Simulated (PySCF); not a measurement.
# RbBe⁺: frontier orbitals

PBE at R = 3.718 Å; Rb def2-TZVP with ECP28, Be def2-TZVP; scalar-relativistic core potentials (PySCF 2.14). State: ¹Σ⁺ (singlet), closed shell. Only the outer orbitals are listed, counted within each symmetry, core potentials removing the inner ones.

| orbital | occ. | ε (eV) | on Rb (%) | main shells (%) |
| --- | --- | --- | --- | --- |
| 2σ | 2 | -37.52 | 100 | 100 Rb s |
| 1π | 2 | -21.22 | 100 | 100 Rb p |
| 1π | 2 | -21.22 | 100 | 100 Rb p |
| 3σ | 2 | -21.19 | 100 | 100 Rb p |
| 4σ | 2 | -9.60 | 5 | 94 Be s |
| 5σ | 0 | -6.37 | 38 | 58 Be p, 35 Rb s |
| 2π | 0 | -5.83 | 9 | 91 Be p |
| 2π | 0 | -5.83 | 9 | 91 Be p |

Q: Which are the highest filled and the lowest empty level, where do they sit, and how wide is the gap?

A: Highest filled 4σ at -9.60 eV (in %: 94 Be s); lowest empty 5σ at -6.37 eV (in %: 58 Be p, 35 Rb s); the gap at PBE is 3.23 eV.

* bond order (Mayer): 0.20
* ⟨S²⟩: 0.000
* charge on Rb (Mulliken, basis-dependent): 0.90
* charge on Rb (Löwdin, basis-dependent): 0.68
* dipole moment (positive dipole points towards Be; it is taken about the centre of mass and depends on that origin): 0.61 D
* polarisability along the bond: 65.0 bohr³
* polarisability across the bond: 46.6 bohr³

Closed-shell solutions of metal pairs were not tested for spin polarisation, which can lower them a little.
